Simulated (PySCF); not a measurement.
## A small calculation by hand: dipole moment from atomic charges

Si(OMe)(NH2) (CH5NOSi), SMILES CO[Si]N (connectivity only; charge and spin as stated), neutral, multiplicity 1. Atoms are numbered in the order given.

```xyz
9

Si     0.7073    -0.8246     0.0000
O      0.6347     0.8541     0.0000
C     -0.4662     1.7274     0.0000
H     -1.1031     1.5894    -0.8944
H     -0.1042     2.7679     0.0000
H     -1.1031     1.5894     0.8944
N     -0.9757    -1.2487     0.0000
H     -1.7861    -0.6329     0.0000
H     -1.2570    -2.2258     0.0000
```

Coordinates come from a B3LYP-D3(BJ)/def2-SVP optimisation. One conformer was computed; it need not be the lowest.

Charges (e) from ωB97X/def2-TZVP in PySCF:

| atom | ESP fit | IAO |
|---|---|---|
| Si1 | -0.044 | 0.707 |
| O2 | -0.125 | -0.622 |
| C3 | -0.240 | -0.190 |
| H4 | 0.131 | 0.121 |
| H5 | 0.099 | 0.150 |
| H6 | 0.131 | 0.121 |
| N7 | -0.422 | -0.817 |
| H8 | 0.205 | 0.257 |
| H9 | 0.264 | 0.272 |

The dipole moment of the full density is 2.86 D.

Q: What dipole moment does each set of point charges give, and which comes closer to that of the density?

A: 
μ = Σ q r, and 1 e Å = 4.8032 D.
ESP fit: Σ q r = (-0.584, 0.015, 0.000) e Å, |μ| = 2.81 D.
IAO: Σ q r = (-0.093, -0.391, 0.000) e Å, |μ| = 1.93 D.
ESP fit comes closer in size. Point charges leave out the atoms' own dipoles (lone pairs, polarised bonds); fits to the potential absorb them, partitions of the density don't.
